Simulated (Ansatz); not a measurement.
Ansatz (a quantum-chemistry and plane-wave program) input:

Ansatz 0.2 input:
```yaml
crystal:
  periodic: [false, false, false]
  atoms:
    - {symbol: Ni, position_ang: [-0.00000000, -0.00000000, -1.23743486]}
    - {symbol: Br, position_ang: [0.00000000, 0.00000000, 0.98994789]}
basis:
  gaussian:
    orbitals: def2-TZVPD
hamiltonian:
  xc: {name: r2SCAN0}
magnetization: {spin_polarized: true, initial_magnetization: 1}
output: {forces: true}
```

Question: What final total energy does it print?

Answer: -4082.43095 Eh (r2SCAN0/def2-TZVPD). The basis has 105 functions.

The spin state was set by rule; other spins were not relaxed.
